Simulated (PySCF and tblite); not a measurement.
The numbers below are computed, except where a source is named.
System: C₆H₈BFO, numbered as in [BH2:1][c:2]1[cH:3][c:4]([CH2:5][CH3:6])[c:7]([F:8])[o:9]1.

Motion: rotation about the B1–C2 bond (torsion H–B1–C2–C3 from 0° to 180°, rising). GFN2-xTB gives an electronic barrier of 10.4 kcal/mol.

Q: What does CAM-B3LYP/pcSseg-1 + D3(BJ) give on GFN2-xTB geometries?

A: A barrier of 18.3 kcal/mol, 7.9 above the tight-binding barrier (from unrounded values) and, with GFN2-xTB thermal terms, ΔG‡(298 K) = 17.7 kcal/mol and k = 1.4 s⁻¹ (2 equivalent paths).

Programs: tblite and PySCF.
